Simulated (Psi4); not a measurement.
A dimer, C3H6O ··· C4H5N (SMILES CC(C)=O and c1cc[nH]c1), singlet; the first 10 atoms form monomer A.

```
20

C      1.2846    -0.1617    -0.0140
C      0.0038     0.6342     0.1045
C     -1.2864    -0.1427    -0.0365
O      0.0109     1.8269     0.3017
H      1.3442    -0.6292    -1.0004
H      2.1438     0.4876     0.1357
H      1.2981    -0.9708     0.7205
H     -1.3540    -0.8999     0.7491
H     -1.3072    -0.6747    -0.9908
H     -2.1377     0.5304     0.0301
C      5.6882     3.4466     0.9623
C      5.6048     3.9700    -0.3568
C      4.2739     4.0262    -0.6936
N      3.5549     3.5558     0.3745
C      4.4056     3.1999     1.3888
H      6.5856     3.2719     1.5315
H      6.4265     4.2703    -0.9849
H      3.7863     4.3578    -1.5938
H      2.5546     3.4827     0.4088
H      4.0337     2.8055     2.3184
```

Question: What interaction energy does SAPT0/jun-cc-pVDZ, frozen core in Psi4 give, and which attractive term is the largest?

Answer: Total -3.52 kcal/mol: electrostatics -2.84, exchange 0.36, induction -0.26, dispersion -0.79. The most attractive term is electrostatics.
